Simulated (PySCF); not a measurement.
## Computed properties of C4H12O4Si, SMILES CO[Si](OC)(OC)OC

C4H12O4Si, SMILES CO[Si](OC)(OC)OC. Geometry: PBE0-D3(BJ)/def2-SVP. The isomer is the one that the SMILES or the coordinates give; other isomers of the formula were not compared. Other conformers were not sampled. All values are computed for the isolated molecule unless a solvent is named; none is compared with measurement here.

**Structure.** The optimised structure has S4 symmetry. All 57 harmonic modes at PBE0-D3(BJ)/def2-SVP (PySCF) are real, so it is a minimum. With heavy atoms numbered as in [CH3:1][O:2][Si:3]([O:4][CH3:5])([O:6][CH3:7])[O:8][CH3:9], the shortest bond between them is C1–O2 at 1.403 Å and the longest Si3–O8 at 1.642 Å.

**Vibrations.** The strongest infrared lines (harmonic, unscaled, degenerate partners summed) lie at 1231 cm⁻¹ (619 km/mol, O 40 %, H 29 %, C 27 %), 1177 cm⁻¹ (327 km/mol, H 50 %, C 27 %, O 22 %), 874 cm⁻¹ (319 km/mol, Si 52 %, O 25 %, C 16 %). The softest mode is at 40 cm⁻¹ and the zero-point energy is 107.9 kcal/mol.

**Electronic structure.** HF/def2-SVP (PySCF) places the frontier levels at -12.06 and 4.79 eV, a gap of 16.85 eV, and gives a dipole moment of 0.00 D and a mean polarisability of 66.9 bohr³. PBE/def2-SVP (PySCF) at the same geometry gives -6.25 and 0.71 eV, so its gap is 9.89 eV narrower. An orbital gap is neither the optical nor the fundamental gap.

**Excitations.** TDA-B3LYP/def2-SVP (PySCF) has S1 at 7.98 eV (155 nm, f = 0.002, dark); the most intense of the 10 singlets computed lies at 8.84 eV (f = 0.02). Strengths of degenerate partners are summed. T1 (TDA) is at 7.70 eV, 0.28 eV under S1. TDA-PBE/def2-SVP (PySCF) puts S1 at 7.04 eV. No vertical singlet excitation falls in the visible range (under 3.1 eV).

**NMR.** GIAO shifts at PBE0/pcSseg-1 (PySCF) (non-relativistic, atoms alike by connectivity averaged): ¹³C at 54.4 ppm against TMS; ¹H at 3.9 ppm against TMS; ²⁹Si at -81.0 ppm against TMS.
